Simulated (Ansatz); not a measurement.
Ansatz (an electronic-structure program) input (r2SCAN0/def2-TZVPD):

Ansatz 0.2 input:
```yaml
crystal:
  periodic: [false, false, false]
  atoms:
    - {symbol: C, position_ang: [1.44272465, 0.53619193, -0.93641658]}
    - {symbol: Si, position_ang: [-0.05531291, -0.02300838, 0.01125866]}
    - {symbol: O, position_ang: [-0.41479935, -1.47993840, -0.70980138]}
    - {symbol: O, position_ang: [-1.20007129, 1.13537071, -0.12024664]}
    - {symbol: O, position_ang: [0.14314703, -0.27621951, 1.62564217]}
    - {symbol: H, position_ang: [1.19673031, 0.73016082, -1.98037445]}
    - {symbol: H, position_ang: [1.79079390, 1.46910356, -0.48492522]}
    - {symbol: H, position_ang: [2.24698342, -0.19752523, -0.89496807]}
    - {symbol: H, position_ang: [-1.87715994, 1.18045888, 0.55971419]}
    - {symbol: H, position_ang: [0.53447394, -1.11093480, 1.89667847]}
basis:
  gaussian:
    orbitals: def2-TZVPD
hamiltonian:
  xc: {name: r2SCAN0}
magnetization: {spin_polarized: true, initial_magnetization: 1}
output: {forces: true}
```

End of the output:

```
integrals: 0.19 GiB planned
1277 factors; their error is unknown
mean field: 2.14 GiB planned
mean field evaluation 1: about -15127.1387 eV, gradient 5.6e1 eV
mean field evaluation 2: about -15122.2324 eV, gradient 6.7e1 eV
mean field evaluation 4: about -15137.6905 eV, gradient 2.5e0 eV
mean field evaluation 8: about -15137.7189 eV, gradient 1.5e-1 eV
mean field evaluation 16: about -15137.7344 eV, gradient 9.5e-3 eV
mean field evaluation 32: about -15137.7345 eV, gradient 7.0e-5 eV
mean field -15137.73446276 eV, -556.3014807813 hartree, gradient 1.9e-6 eV, S^2 0.755065; 2 other end points of the search recorded, 0 dependent functions left out
the calculation of the forces begins
reference -15137.73448378 eV, -556.3014815541 hartree; 25, 24 occupied and 220, 221 virtual orbitals, 1277 factors
Total energy: -15137.73448378 eV, -556.3014815541 hartree
Atom 0 at     1.442725     0.536192    -0.936417 Å, force    -0.175350    -0.028940     0.160333 eV/Å
Atom 1 at    -0.055313    -0.023008     0.011259 Å, force     0.080863     0.214276     0.141082 eV/Å
Atom 2 at    -0.414799    -1.479938    -0.709801 Å, force    -0.016086     0.152951     0.105329 eV/Å
Atom 3 at    -1.200071     1.135371    -0.120247 Å, force     0.035103    -0.326508     0.274819 eV/Å
Atom 4 at     0.143147    -0.276220     1.625642 Å, force     0.038424    -0.233541    -0.348737 eV/Å
Atom 5 at     1.196730     0.730161    -1.980374 Å, force     0.017286    -0.017184     0.110408 eV/Å
Atom 6 at     1.790794     1.469104    -0.484925 Å, force    -0.017022    -0.112364    -0.079801 eV/Å
Atom 7 at     2.246983    -0.197525    -0.894968 Å, force    -0.081490     0.078434    -0.001682 eV/Å
Atom 8 at    -1.877160     1.180459     0.559714 Å, force     0.256626    -0.031456    -0.236665 eV/Å
Atom 9 at     0.534474    -1.110935     1.896678 Å, force    -0.138355     0.304333    -0.125086 eV/Å
Dipole moment:     0.180792     0.012242     0.249086 e Å
```

It need not be the lowest isomer of its formula.
